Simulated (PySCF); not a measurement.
Isomers of CH3B3. Isolated molecules, 0 K electronic values unless said otherwise. One relaxed conformer stands for each flexible species; it need not be the lowest. Strings in code marks are SMILES.

Quantity: electronic energy of isomers of CH3B3 relative to `B1B2BC12`, in eV.

Case: `B1B2CB12`. Geometry of `C1B2B1B2` (neutral, multiplicity 1, Å):

```xyz
7

B      1.5444    -0.0180    -0.0021
B      0.1998     0.0042    -0.7948
C     -1.1525     0.0135     0.0017
B      0.2020    -0.0089     0.7943
H      2.7252    -0.0319    -0.0039
H     -1.7489     0.9272     0.0099
H     -1.7699    -0.8862    -0.0051
```

Q: What electronic energy of isomers of CH3B3 relative to `B1B2BC12` does PBE-D3(BJ)/def2-TZVP // PBE0-D3(BJ)/def2-TZVP (PySCF) give?

A: 1.66 eV.
